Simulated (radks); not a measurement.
Values are calculated unless marked as measured or tabulated.
The germanium ion Ge2+ inside a hard spherical wall (all orbitals vanish at R), configuration held at [Ar] 3d10 4s2 and not refilled when levels cross. Level of theory: scalar-relativistic Kohn-Sham, LDA (Slater exchange, VWN5 correlation), spin-polarised, spherical densities, finite nucleus; Fermi nuclear charge, rms radius 4.0742 fm (a radial shooting solver on a logarithmic mesh with Libxc functionals). Eigenvalues in eV for spin up, with the zero of energy where the potential of the charges vanishes at infinity; a dash marks a level that is unbound or too diffuse for the functional's potential to be trusted. A positive occupied level is held by the wall or, in an anion where self-interaction has pushed it up, behind a barrier. The pressure on the wall is -dE/dV.

R (bohr)  E (hartree)  kinetic (hartree)    e(3s)    e(3p)    e(3d)    e(4s)  e(4p, empty)  e(5s, empty)  pressure (GPa)
free      -2095.04202           2132.199  -187.82  -135.46  -49.557  -29.634       -20.118        -9.614               0
20        -2095.04202           2132.199  -187.82  -135.46  -49.557  -29.634       -20.118        -9.614        < 0.0001
15        -2095.04202           2132.199  -187.82  -135.46  -49.557  -29.634       -20.118        -9.614        < 0.0001
12        -2095.04202           2132.199  -187.82  -135.46  -49.557  -29.634       -20.118        -9.610        < 0.0001
10        -2095.04202           2132.199  -187.82  -135.46  -49.557  -29.634       -20.118        -9.570        < 0.0001
4         -2094.99713           2132.541  -186.89  -134.54  -48.660  -28.482       -17.974         9.575            14.1
3         -2094.67194           2134.189  -183.66  -131.33  -45.525  -22.644        -9.603        48.204             204
2.5       -2093.95025           2137.230  -179.04  -126.77  -40.951  -11.989         3.912        97.986             913
1.5       -2080.85999           2183.760  -137.04  -84.039    6.170   124.45        151.91        504.42           45400
